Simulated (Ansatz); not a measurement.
`OC1(F)BN1`, charge 0, multiplicity 1.

Q: Give a relaxed structure at PBE0-D4/def2-TZVP (Ansatz 0.2.0). (An estimate is asked.)

A: The calculation gave: 
Z-matrix (Å, degrees):
```
C
F 1 1.380
B 1 1.539 2 122.1
O 1 1.366 2 108.8 3 160.6
N 1 1.418 2 113.7 3 -61.9
H 3 1.182 1 157.9 2 81.8
H 4 0.965 1 108.6 2 42.9
H 5 1.008 1 137.9 2 -66.3
```
